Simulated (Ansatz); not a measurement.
```yaml
crystal:
  periodic: [false, false, false]
  atoms:
    - {symbol: C, position_ang: [-1.852501, 0.150404, 1.127362]}
    - {symbol: Si, position_ang: [-0.952546, 1.240329, 0.159672]}
    - {symbol: N, position_ang: [0.445811, 0.614354, -0.287840]}
    - {symbol: P, position_ang: [0.533214, -0.713773, -1.125966]}
    - {symbol: Al, position_ang: [2.340522, -1.696066, -0.563605]}
    - {symbol: H, position_ang: [-2.739641, 0.552018, 1.379056]}
    - {symbol: H, position_ang: [-1.355029, -0.077816, 1.970132]}
    - {symbol: H, position_ang: [-2.029843, -0.701794, 0.624291]}
    - {symbol: H, position_ang: [-0.633651, 2.377645, 0.854158]}
    - {symbol: H, position_ang: [-1.709365, 1.590442, -0.929238]}
    - {symbol: H, position_ang: [1.214189, 1.109619, -0.137911]}
    - {symbol: H, position_ang: [0.915152, -0.328104, -2.321731]}
    - {symbol: H, position_ang: [2.964693, -1.400821, 0.724237]}
    - {symbol: H, position_ang: [2.847220, -2.743302, -1.446029]}
basis:
  gaussian: {orbitals: cc-pVDZ}
hamiltonian: {xc: {name: M06-2X}, dispersion: d3bjatm}
accuracy: high
output: {forces: true}
```

```sh
$ ansatz run in.yaml --threads 4 --pin off --events-out ev --progress --plain --max-ram 10444MiB
```

Shortened log:

```
Error: YAML parse error: error: line 20 column 19: hamiltonian.xc: no functional is named "M06-2X"; the names, which are not case-sensitive, are SVWN5, SPW92, PBE, PBE0, PBEsol, revPBE, revPBE0, RPBE, rPW86-PBE, HSE06, wPBEh, LC-wPBE, HISS, HF, BLYP, B3LYP, B3LYP5, BHLYP, CAM-B3LYP, r2SCAN, r2SCANh, r2SCAN0, r2SCAN50, m-r2SCAN, B97, wB97, wB97X, wB97X-V, B97M-V, wB97M-V, B2PLYP, B2GP-PLYP, PBE0-DH, PBE-QIDH
18 | basis:
19 |   gaussian: {orbitals: cc-pVDZ}
20 | hamiltonian: {xc: {name: M06-2X}, dispersion: d3bjatm}
21 | accuracy: high
22 | output: {forces: true}
```

What is wrong with this run?

The method's name isn't one that the program takes here. The program refused the input.

HSE06 is defined as in plane-wave codes.
